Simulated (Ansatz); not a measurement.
Ansatz (a quantum-chemistry and plane-wave program) input:
A basis named .json is the Basis Set Exchange file of that set.

Ansatz 0.2 input:
```yaml
crystal:
  periodic: [false, false, false]
  atoms:
    - {symbol: Zr, position_ang: [-0.00000000, -0.00000000, -0.04556062]}
    - {symbol: H, position_ang: [0.00000000, 0.00000000, 1.82242497]}
basis:
  gaussian:
    orbitals: def2-QZVPP.json
hamiltonian:
  xc: {name: PBE0}
magnetization: {spin_polarized: true, initial_magnetization: 3}
```

Task: Predict the final energy.

Result: -47.49147 Eh (PBE0/def2-QZVPP). The basis has 111 functions.

The spin state was set by rule; other spins were not relaxed.
